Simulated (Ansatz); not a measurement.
## Abstraction of Br: SnH3Br + CH2Br → SnH3 + CH2Br2

Species: SnH3Br `[Br][SnH3]`, singlet; CH2Br `[CH2]Br`, doublet; SnH3 `[SnH3]`, doublet; CH2Br2 (dibromomethane) `BrCBr`, singlet. A radical takes Br: the energy is the difference in strength between the Sn–Br bond broken and the C–Br bond made.

Shapes, held fixed at every level: PBE0-D4/def2-TZVP. Programs: Ansatz 0.2.0. The zero-point and thermal change to 298 K, harmonic and unscaled (PBE0-D4/def2-TZVP), is +5.2 kJ/mol.

```
               level                    kind  ΔH(298 K) (kJ/mol)  less CCSD(T)/def2-TZVPP  CPU time (sum over the molecules)
    SPW92/def2-TZVPP                     LDA               +42.2                    -17.7                              8.9 s
   PBE-D4/def2-TZVPP                     GGA               +54.4                     -5.5                               15 s
r2SCAN-D4/def2-TZVPP                meta-GGA               +72.9                    +13.0                               31 s
  wB97M-V/def2-TZVPP  range-separated hybrid               +60.5                     +0.6                               63 s
  wB97X-V/def2-TZVPP  range-separated hybrid               +69.9                    +10.0                               48 s
    CCSD(T)/def2-SVP   coupled cluster or CI               +63.3                     +3.4                               16 s
       CCSD/def2-SVP   coupled cluster or CI               +68.3                     +8.4                                  –
  CCSD(T)/def2-TZVPP   coupled cluster or CI               +59.9                      0.0                            1.8 min
```

The highest level, CCSD(T)/def2-TZVPP, gives ΔH(298 K) = +59.9 kJ/mol; the levels span +42.2 to +72.9. The column of differences is taken from that level and isn't an error. No measured value is set beside it here. Open shells run unrestricted. For atoms past krypton def2 sets carry core potentials with scalar relativity. Relativity is left out for Br. Outer-core shells of Br, Sn are correlated, in sets that cover them unevenly. Times are processor times on shared x86 and Arm servers, and rough.
